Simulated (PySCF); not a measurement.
**Ionisation energy of La by level of theory**

La [Xe] 5d1 6s2 [5d3/2^1, M_J = 3/2] → La⁺ [Xe] 5d2 [5d3/2^2, M_J = 2], as a difference of total energies. Computed with PySCF 2.14 in x2c-TZVPall-2c with one added diffuse shell each of s, p, d type (12s12p11d2f, 117 functions), with the two-component X2C-1e Hamiltonian. Correlated levels: [Ar] 3d10 frozen; the 18 highest virtual spinors dropped. "Screened" scales the spin-orbit matrix elements by Boettger's factors to mimic the two-electron term; Breit and QED terms are absent.

```tsv
method	ionisation energy (eV)	error (eV)
GHF (screened spin-orbit)	4.725	-0.852
GMP2 (screened spin-orbit)	5.624	+0.047
```

Reference: 5.577 eV (measured; NIST Atomic Spectra Database, ionization energies).

Errors of the correlated levels include the incompleteness of this basis and the frozen core.

The labels give the starting determinants; with spin-orbit coupling the two ends relaxed to ⟨J²⟩ = 3.78, ⟨L²⟩ = 7.88, ⟨S²⟩ = 1.77 and ⟨J²⟩ = 6.39, ⟨L²⟩ = 10.80, ⟨S²⟩ = 1.73.

The determinant of La⁺ mixes levels of different J (the jj label is only the starting occupation), so the difference between spin-free and spin-orbit rows is not the physical spin-orbit shift.
